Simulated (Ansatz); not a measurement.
Species: ScO₂H₂ (charge 0, doublet). SMILES: [OH][Sc][OH]
Geometry: optimised at B3LYP-D3(BJ)/def2-TZVP (Ansatz, a first-principles code).

Property: size of the dipole moment, in D. Conventions: six Cartesian d functions in 6-31G* and its kin unless marked 5d; non-relativistic; no dispersion term unless named; LANL2DZ with its own core potentials from Na on; open shells spin-unrestricted; spin-orbit terms left out. Ab initio and DFT rows: single points at B3LYP-D3(BJ) geometries (Ansatz).

```json
[
 {"level": "PBE/STO-3G", "program": "Ansatz", "size of the dipole moment (D)": "1.12"},
 {"level": "PBE/3-21G", "program": "Ansatz", "size of the dipole moment (D)": "2.22"},
 {"level": "PBE/6-31G*", "program": "Ansatz", "size of the dipole moment (D)": "1.36"},
 {"level": "PBE/def2-SVP", "program": "Ansatz", "size of the dipole moment (D)": "0.82"},
 {"level": "PBE/6-31G* with LANL2DZ past Ar", "program": "Ansatz", "size of the dipole moment (D)": "0.86"},
 {"level": "BLYP/6-31G* with LANL2DZ past Ar", "program": "Ansatz", "size of the dipole moment (D)": "0.85"},
 {"level": "B3LYP/STO-3G", "program": "Ansatz", "size of the dipole moment (D)": "1.02"},
 {"level": "B3LYP/3-21G", "program": "Ansatz", "size of the dipole moment (D)": "1.83"},
 {"level": "B3LYP/LANL2DZ", "program": "Ansatz", "size of the dipole moment (D)": "0.59"},
 {"level": "B3LYP/6-31G", "program": "Ansatz", "size of the dipole moment (D)": "1.25"},
 {"level": "B3LYP/6-31G*", "program": "Ansatz", "size of the dipole moment (D)": "1.07"},
 {"level": "B3LYP/6-31G**", "program": "Ansatz", "size of the dipole moment (D)": "1.05"},
 {"level": "B3LYP/def2-SVP", "program": "Ansatz", "size of the dipole moment (D)": "0.60"},
 {"level": "B3LYP/6-31G* with LANL2DZ past Ar", "program": "Ansatz", "size of the dipole moment (D)": "0.56"}
]
```

No value to compare with is used here. The 14 habitual levels span 0.56 (B3LYP/6-31G* with LANL2DZ past Ar) to 2.22 D (PBE/3-21G).

The levels are drawn from those run, B3LYP/6-31G* more often than the rest, none by its result; left out are runs that failed, that the program found above a lower state of the same kind, or whose <S^2> lies over 0.5 above the pure value.
